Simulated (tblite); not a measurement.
C3H15N3SSi2.
Atom-mapped SMILES: `[CH3:1][SiH2:2][NH:3][Si@:4]([NH2:5])([SH:6])[N:7]([CH3:8])[CH3:9]` (hydrogens: H10, H11, H12 on C1; H13, H14 on Si2; H15 on N3; H16, H17 on N5; H18 on S6; H19, H20, H21 on C8; H22, H23, H24 on C9)

Computed geometry: GFN2-xTB, gas phase.

Entries marked ? are missing. Bonds in one row agree within 0.01 Å.

```json
{"coordinate": "C1–Si2", "value": "?"}
{"coordinate": "Si2–N3", "value": "1.740 Å"}
{"coordinate": "N3–Si4", "value": "?"}
{"coordinate": "Si4–N5", "value": "1.726 Å"}
{"coordinate": "Si4–S6", "value": "2.161 Å"}
{"coordinate": "Si4–N7", "value": "?"}
{"coordinate": "N7–C8, N7–C9", "value": "?"}
{"coordinate": "C1–H10, C1–H11, C1–H12", "value": "1.087 Å"}
{"coordinate": "Si2–H13", "value": "1.470 Å"}
{"coordinate": "Si2–H14", "value": "1.466 Å"}
{"coordinate": "N3–H15", "value": "1.006 Å"}
{"coordinate": "N5–H16, N5–H17", "value": "1.007 Å"}
{"coordinate": "S6–H18", "value": "1.321 Å"}
{"coordinate": "C8–H19 and 3 like bonds", "value": "1.090 Å"}
{"coordinate": "C8–H21, C9–H24", "value": "1.096 Å"}
{"coordinate": "C1–Si2–N3", "value": "?"}
{"coordinate": "Si2–N3–Si4", "value": "127.5°"}
{"coordinate": "N3–Si4–N5", "value": "104.5°"}
{"coordinate": "N3–Si4–S6", "value": "?"}
{"coordinate": "N3–Si4–N7", "value": "113.9°"}
{"coordinate": "N5–Si4–S6", "value": "104.9°"}
{"coordinate": "N5–Si4–N7", "value": "115.8°"}
{"coordinate": "S6–Si4–N7", "value": "104.9°"}
{"coordinate": "Si4–N7–C8", "value": "?"}
{"coordinate": "Si4–N7–C9", "value": "?"}
{"coordinate": "C8–N7–C9", "value": "112.2°"}
```

Problem. Estimate the withheld lengths and angles.

Solution. 
- C1–Si2 = 1.896 Å, drawn single (Si-methyl carbon to SiH2 silicon); 0.03 Å above the sum of covalent radii, 1.87 Å.
- N3–Si4 = 1.733 Å, drawn single (nitrogen bridging silicon atoms to four-coordinate silicon); 0.09 Å below the sum of covalent radii, 1.82 Å.
- Si4–N7 = 1.718 Å, drawn single (four-coordinate silicon to silicon-bound nitrogen); 0.10 Å below the sum of covalent radii, 1.82 Å.
- N7–C8, N7–C9 = 1.443 Å, drawn single (silicon-bound nitrogen to N-methyl carbon); 0.03 Å below the sum of covalent radii, 1.47 Å.
- C1–Si2–N3 = 111.7°, at the SiH2 silicon; the outer atoms are 3.011 Å apart.
- N3–Si4–S6 = 112.7°, at the four-coordinate silicon; the outer atoms are 3.250 Å apart.
- Si4–N7–C8 = 118.7°, at the silicon-bound nitrogen; the outer atoms are 2.722 Å apart.
- Si4–N7–C9 = 122.5°, at the silicon-bound nitrogen; the outer atoms are 2.775 Å apart.

Radii are Cordero's, carbon taken as 0.76, 0.73 or 0.69 Å for four, three, and two or fewer neighbours.

Its GFN2-xTB frequencies are all real (lowest 37 cm⁻¹). The numbers are those of one conformer (C1–Si2–N3–Si4 -58°, Si2–N3–Si4–N5 -170°, N3–Si4–N5–H 53° and -172°, N3–Si4–S6–H 76°, N3–Si4–N7–C8 -63°). 3 starts were optimised and ended at 0.00, 1.39 and 1.40 kcal/mol (GFN2-xTB); the lowest of these is shown.

The run took 4.5 s of wall time on Arm Neoverse N1, one thread, no GPU, shared host. These figures are those of the optimisation.
